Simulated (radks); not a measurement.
Problem. Sn XVII, 34 electrons, occupied as [Ar] 3d10 4s2 4p4. Calculated with a radial shooting solver on a logarithmic mesh with Libxc functionals: scalar-relativistic Kohn-Sham, exchange-only r2SCAN, spin-unpolarised, spherical densities, finite nucleus; meta-GGA in the generalised Kohn-Sham scheme; Fermi nuclear charge, rms radius 4.6519 fm. Some entries of the table are withheld. Estimate them.

orbital,occ.,eigenvalue (eV),<1/r> (bohr^-1),r(max) (bohr)
1s,2,-29473.82,53.08,0.01878
2s,2,(1),12.14,0.1060
2p,6,-4354.617,11.65,0.08494
3s,2,-1242.968,4.349,0.3059
3p,6,-1093.439,4.139,(2)
3d,10,-865.5082,3.910,0.2494
4s,2,-478.0453,1.883,0.7097
4p,4,-426.5846,1.778,0.7349

Solution. 
(1) 2s eigenvalue (eV): -4807.357
(2) 3p r(max) (bohr): 0.2992
